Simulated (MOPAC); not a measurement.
MOPAC input (PM7):

```
PM7 FORCE THERMO(298,298) PRECISE LET CHARGE=1 GEO-OK AUX(PRECISION=9) THREADS=1
C2H9O2Si

C    -0.67659187 1   -1.72290587 1   -0.02842164 1
Si    0.04332232 1   -0.04925574 1   -0.16363101 1
C    -1.01462880 1    1.29482769 1   -0.80064696 1
O     1.49545621 1    0.11030474 1   -0.67343275 1
O     0.16440744 1    0.40788206 1    1.55324611 1
H    -1.64211964 1   -1.76466687 1    0.52606194 1
H    -0.91688223 1   -2.14494731 1   -1.03902111 1
H    -0.00025828 1   -2.46882476 1    0.44526010 1
H    -0.47298619 1    2.26943636 1   -0.85673339 1
H    -1.94889559 1    1.46681000 1   -0.22186813 1
H    -1.34955910 1    1.08981520 1   -1.84979979 1
H     2.22878531 1   -0.52308755 1   -0.79684598 1
H     0.23966475 1   -0.21128384 1    2.33034229 1
H     0.45678130 1    1.31596122 1    1.86134491 1
```

From the output:

```
     H   14   0.588705   3.894965

          HEAT OF FORMATION =       7.454286 KCALS/MOLE

          ZERO POINT ENERGY      60.891 KCAL/MOL

           NORMAL COORDINATE ANALYSIS (Total motion = 1 Angstrom)

   Root No.       1         2         3         4         5         6         7         8

                 1 A       2 A       3 A       4 A       5 A       6 A       7 A       8 A

                  96.6     104.4     122.5     165.6     186.1     231.7     247.0     267.4

           1    0.0002    0.0004   -0.0005   -0.0094   -0.0085   -0.0164   -0.0120   -0.0386
           2    0.0014    0.0035   -0.0031    0.0387   -0.0375   -0.0368   -0.0227    0.0287
           3    0.0091    0.0065   -0.0057   -0.0517   -0.0232   -0.0299    0.0360    0.0102
           4    0.0003    0.0007   -0.0009   -0.0119   -0.0093   -0.0175   -0.0119   -0.0388
           5   -0.0001    0.0028   -0.0032   -0.0008   -0.0014    0.0289    0.0270   -0.0231
           6    0.0006    0.0023   -0.0006    0.0043   -0.0044    0.0277   -0.0370   -0.0049
           7   -0.0016   -0.0061    0.0079   -0.0363    0.0278    0.0432    0.0245    0.0091
           8    0.0006    0.0059   -0.0074    0.0128   -0.0198   -0.0047    0.0066   -0.0482
           9   -0.0026   -0.0043    0.0203    0.0195    0.0457   -0.0379    0.0220   -0.0022
          10   -0.0047    0.0056   -0.0130   -0.0091   -0.0274   -0.0145    0.0180    0.0614
          11    0.0011    0.0089   -0.0005   -0.0344    0.0014    0.0311   -0.0298    0.0427
          12   -0.0048   -0.0010   -0.0134    0.0419   -0.0224    0.0234    0.0508    0.0046
          13    0.0045    0.0015    0.0036    0.0622    0.0239    0.0128   -0.0135    0.0161
          14   -0.0029   -0.0212    0.0142   -0.0084    0.0490   -0.0313    0.0122    0.0076
          15   -0.0018   -0.0064    0.0033   -0.0114    0.0061    0.0015   -0.0378   -0.0069
          16    0.0041    0.0013    0.0008   -0.0218   -0.0429   -0.0827    0.0160    0.0016
          17   -0.0583    0.1258    0.0980    0.0504   -0.0622   -0.0605   -0.0267    0.0483
          18    0.0579   -0.0892   -0.0833   -0.0673   -0.0251   -0.0503    0.0574    0.0198
          19   -0.0053    0.0020    0.0033    0.0374   -0.0042    0.0030   -0.0910   -0.0361
          20    0.0730   -0.1411   -0.1239    0.0502   -0.0375   -0.0578   -0.0512    0.0484
          21    0.0432   -0.0586   -0.0606   -0.0673   -0.0256   -0.0480    0.0588    0.0176
          22    0.0015   -0.0023   -0.0043   -0.0404    0.0204    0.0295    0.0292   -0.0857
          23   -0.0055    0.0178    0.0098    0.0514   -0.0533   -0.0597   -0.0382    0.0507
          24   -0.0642    0.1590    0.1235   -0.0651   -0.0448   -0.0469    0.0786    0.0165
          25    0.0015   -0.0049    0.0077   -0.0343    0.0250    0.0381    0.0224    0.0040
          26    0.0103    0.0115   -0.0104    0.0399   -0.0523   -0.0662   -0.0258   -0.1075
          27    0.2249    0.0509    0.0558    0.0341    0.0727   -0.0592    0.0547   -0.0029
          28   -0.1737   -0.0477   -0.0201   -0.0630    0.0236    0.1010    0.0178    0.0391
          29    0.0945    0.0286    0.0002   -0.0018   -0.0370    0.0498   -0.0174   -0.0336
          30   -0.1265   -0.0342    0.0061    0.0243    0.0581   -0.0646    0.0405   -0.0068
          31    0.1742    0.0331    0.0410   -0.0396    0.0718    0.0549    0.0730    0.0405
          32   -0.1065   -0.0230   -0.0123    0.0171    0.0131   -0.0348    0.0507   -0.0420
          33   -0.1195   -0.0335    0.0078    0.0236    0.0567   -0.0613    0.0390   -0.0055
          34   -0.0064    0.0112   -0.0207   -0.0214   -0.0436   -0.0158    0.0209    0.1481
          35    0.0020   -0.0024    0.0123   -0.0065    0.0057    0.0374   -0.0018    0.0029
          36   -0.0049    0.0145   -0.0300    0.0038   -0.0221    0.0160    0.0039    0.0193
          37    0.0118   -0.0668    0.0893    0.1149   -0.0104    0.0424    0.0129    0.0582
          38   -0.0164    0.1225   -0.1566   -0.0529    0.1852   -0.0883   -0.0848    0.0320
          39   -0.0072    0.0592   -0.0711    0.0001    0.1002   -0.0230   -0.1006    0.0554
          40    0.0025    0.0081   -0.0088    0.1028    0.0453    0.0234    0.0098    0.0328
          41    0.0156   -0.1335    0.1800   -0.0602   -0.0384   -0.0282   -0.0862    0.0784
          42    0.0049   -0.0398    0.0564   -0.1074   -0.0556   -0.0212   -0.0989   -0.0357

   Root No.       9        10        11        12        13        14        15        16

                 9 A      10 A      11 A      12 A      13 A      14 A      15 A      16 A

                 321.0     442.7     555.6     648.6     671.6     729.3     775.2     808.2

           1   -0.0036    0.0035   -0.0245    0.1122   -0.0208    0.0492   -0.0235    0.0071
           2   -0.0023   -0.0012    0.0052    0.0069   -0.0026   -0.0177    0.0164   -0.0109
           3    0.0004   -0.0024   -0.0158   -0.0028    0.0069    0.0113   -0.0061   -0.0317
           4   -0.0020   -0.0006   -0.0127   -0.0171    0.0073   -0.0310    0.0201   -0.0041
           5    0.0137    0.0047    0.0207    0.0256    0.0084   -0.0335   -0.0112   -0.0050
           6   -0.0090   -0.0093   -0.0644   -0.0192   -0.0020   -0.0061   -0.0095   -0.0014
           7    0.0058   -0.0004    0.0061   -0.0523   -0.0216    0.0220    0.0230    0.0004
           8    0.0133   -0.0033    0.0214   -0.0821   -0.0274    0.0659   -0.0174    0.0101
           9    0.0141    0.0023   -0.0154   -0.0018   -0.0046   -0.0125    0.0004    0.0304
          10   -0.0108   -0.0092    0.0086   -0.0273   -0.0025   -0.0290   -0.0412   -0.0075
          11   -0.0083    0.0167   -0.0127    0.0300    0.0045    0.0109    0.0229    0.0042
          12    0.0151   -0.0319   -0.0041    0.0290    0.0073    0.0150    0.0238    0.0033
          13    0.0164   -0.0010    0.0285   -0.0043    0.0402    0.0053    0.0018    0.0100
          14   -0.0445    0.0112   -0.0481   -0.0057    0.0119    0.0008    0.0007    0.0040
          15   -0.0404    0.0301    0.1216    0.0057   -0.0056   -0.0005   -0.0006   -0.0019
          16   -0.0175   -0.0002    0.0276    0.0974   -0.0493    0.0508   -0.0509    0.1873
          17   -0.0207    0.0041   -0.0045   -0.0063    0.0091    0.0277   -0.0279    0.0278
          18    0.0042   -0.0081    0.0248    0.0099   -0.0234   -0.0162    0.0041    0.0564
          19   -0.0100    0.0206   -0.1222    0.0562    0.0437    0.1399   -0.0841   -0.1420
          20   -0.0011    0.0028   -0.0087   -0.0082    0.0101    0.0274   -0.0290    0.0039
          21    0.0033   -0.0108    0.0242    0.0054   -0.0183   -0.0225    0.0092    0.0475
          22    0.0165   -0.0125    0.0092    0.1494   -0.0520   -0.0663    0.0841   -0.0390
          23   -0.0132    0.0070   -0.0079   -0.0195    0.0135    0.0302   -0.0338    0.0169
          24   -0.0126   -0.0084    0.0270    0.0080   -0.0220   -0.0218    0.0075    0.0343
          25    0.0053    0.0005    0.0051   -0.0470   -0.0200    0.0082    0.0317   -0.0029
          26    0.0081    0.0032   -0.0058   -0.1195   -0.0799   -0.0271    0.1617   -0.0174
          27    0.0116    0.0186    0.0191    0.0009    0.0153    0.0219   -0.0054   -0.0334
          28    0.0047   -0.0195   -0.0059   -0.0319   -0.0075    0.0345   -0.0741    0.0982
          29    0.0004   -0.0259   -0.0208   -0.0710   -0.0430    0.0199   -0.0541    0.1397
          30    0.0228    0.0178    0.0161    0.0035    0.0159    0.0180    0.0052   -0.0544
          31    0.0143    0.0118    0.0565   -0.0184    0.0283    0.0917   -0.0821   -0.0716
          32    0.0354    0.0189    0.0853   -0.0503    0.0185    0.1165   -0.0604   -0.1210
          33    0.0262    0.0135    0.0159    0.0011    0.0132    0.0207   -0.0059   -0.0447
          34    0.0065    0.0729   -0.0100    0.0259    0.0174    0.1814    0.2478    0.0084
          35   -0.1200   -0.2570    0.0433    0.0387    0.0102   -0.0043   -0.0046   -0.0111
          36    0.1945    0.3902   -0.0983   -0.0072   -0.0078   -0.0485   -0.0458    0.0215
          37   -0.0271    0.0377    0.0265    0.0268   -0.1722   -0.0322   -0.0029   -0.0383
          38    0.1662   -0.1347   -0.0057    0.0097    0.0124   -0.0001    0.0015    0.0087
          39    0.0999   -0.0655    0.1274    0.0391   -0.2037   -0.0343   -0.0060   -0.0430
          40   -0.0498    0.0303   -0.0020    0.0043   -0.0828   -0.0168    0.0005   -0.0154
          41    0.2700   -0.1386   -0.0037    0.0242   -0.0890   -0.0184   -0.0057   -0.0276
          42    0.1318   -0.0579    0.1438   -0.0226    0.2334    0.0380    0.0017    0.0470

   Root No.      17        18        19        20        21        22        23        24

                17 A      18 A      19 A      20 A      21 A      22 A      23 A      24 A

                 835.2     851.5     860.7    1028.5    1226.2    1234.3    1236.6    1239.5

           1   -0.0114    0.0096    0.0291    0.0107    0.0012    0.0043   -0.0041   -0.0072
           2   -0.0279    0.0328    0.0002   -0.0150   -0.0228   -0.0189   -0.0061    0.0141
           3   -0.0216   -0.0251    0.0003   -0.0086   -0.0048    0.0008   -0.0303   -0.0154
           4    0.0159   -0.0091   -0.0376   -0.0241    0.0009    0.0006   -0.0023   -0.0004
           5    0.0002   -0.0151   -0.0040    0.0535    0.0006    0.0028    0.0007    0.0007
           6    0.0074    0.0221    0.0002    0.0380   -0.0001    0.0019    0.0016    0.0011
           7    0.0019   -0.0055    0.0440    0.0026   -0.0183    0.0068    0.0124   -0.0149
           8   -0.0123    0.0174   -0.0067   -0.0210    0.0077    0.0000   -0.0109    0.0146
           9   -0.0280   -0.0208   -0.0031   -0.0055    0.0111   -0.0294    0.0044   -0.0137
          10   -0.0110    0.0069    0.0211    0.0131   -0.0007    0.0001    0.0002    0.0004
          11    0.0211   -0.0042    0.0034   -0.0670   -0.0005   -0.0015   -0.0011   -0.0008
          12    0.0154   -0.0098   -0.0013   -0.0520   -0.0001   -0.0017   -0.0013   -0.0007
          13   -0.0047    0.0049    0.0122    0.0008   -0.0001   -0.0007    0.0005   -0.0003
          14   -0.0016    0.0046    0.0029   -0.0024   -0.0002   -0.0003    0.0006    0.0005
          15   -0.0049   -0.0074   -0.0003    0.0001    0.0004   -0.0007   -0.0010   -0.0016
          16    0.1802    0.0119    0.0059    0.1141   -0.0534   -0.0419   -0.0430    0.0232
          17    0.0425   -0.0295   -0.0027    0.0267    0.0995    0.0975   -0.1132   -0.1419
          18    0.0439    0.0272   -0.0037    0.0299   -0.1186   -0.1078    0.0473    0.1236
          19   -0.0540   -0.2052    0.0025   -0.0177   -0.0250   -0.0462    0.0957    0.0882
          20    0.0257   -0.0427   -0.0038   -0.0067    0.1908    0.1274    0.1650   -0.0388
          21    0.0268    0.0459    0.0028    0.0036    0.0976    0.0813    0.0180   -0.0670
          22   -0.1511    0.2083    0.0180   -0.0805    0.0522    0.0211    0.0243   -0.0075
          23    0.0487   -0.0639   -0.0015    0.0260   -0.0268   -0.0166    0.0112    0.0198
          24    0.0193    0.0318   -0.0020   -0.0150    0.0739    0.0139    0.2802    0.1200
          25    0.0068   -0.0131    0.0527    0.0129   -0.0024    0.0022    0.0038   -0.0035
          26    0.0307   -0.0728    0.2484    0.0772    0.0738   -0.0358   -0.0257    0.0349
          27    0.0271    0.0252   -0.0027   -0.0098   -0.1074    0.2700   -0.0364    0.1161
          28   -0.0907   -0.0255   -0.1055   -0.0552    0.0498    0.1048   -0.0891    0.1488
          29   -0.1315   -0.0573   -0.0861   -0.0558   -0.0761   -0.0077    0.0789   -0.1114
          30    0.0485    0.0330    0.0204    0.0168    0.0839    0.0212   -0.0908    0.1305
          31    0.0633    0.0871   -0.0932    0.0059    0.1632   -0.1935   -0.0439    0.0172
          32    0.1034    0.1160   -0.0643    0.0119   -0.0888    0.0080    0.0849   -0.1106
          33    0.0384    0.0325   -0.0079    0.0081   -0.0997    0.0431    0.0738   -0.0899
          34   -0.0626   -0.0086   -0.1580    0.3267    0.0070    0.0097    0.0088    0.0022
          35    0.0281   -0.0129    0.0189   -0.0736   -0.0021   -0.0023   -0.0029   -0.0023
          36    0.0199    0.0133    0.0354   -0.1173   -0.0009   -0.0029   -0.0019   -0.0005
          37    0.0156   -0.0269   -0.0517   -0.0135   -0.0006    0.0060   -0.0010    0.0077
          38    0.0027   -0.0046    0.0056    0.0183   -0.0003   -0.0014    0.0026   -0.0010
```

The dipole moment of an ion depends on the origin.
